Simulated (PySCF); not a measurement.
# Se(2+) (selenium, charge +2) across methods

[Ar] 3d10 4s1 4p3, high-spin 5S determinant (an excited configuration). Calculation: PySCF 2.14, in x2c-TZVPPall (6s5p4d1f, 48 functions); scalar relativity by spin-free X2C-1e.

```tsv
method	E (hartree)	mean ε 3d β (eV)	mean ε 4s α (eV)	mean ε 4p α (eV)	Σ⟨r²⟩ (bohr²)	⟨S²⟩
LDA	-2424.732	-77.024	-40.057	-27.680	24.54	6.001
PBE0	-2428.075	-81.320	-42.563	-29.200	24.52	6.001
UHF	-2426.75362	-93.980	-49.489	-33.236	24.67	6.002
MN15	-2429.859	-82.015	-42.931	-29.908	24.39	6.001
PBE	-2428.009	-76.681	-39.991	-27.639	24.56	6.001
r2SCAN	-2428.348	-77.622	-41.095	-28.194	24.43	6.002
M06-L	-2428.263	-77.665	-40.709	-27.932	24.37	6.001
wB97X	-2428.390	-83.281	-45.146	-31.478	24.52	6.001
PW91	-2428.522	-76.816	-40.074	-27.702	24.55	6.001
```
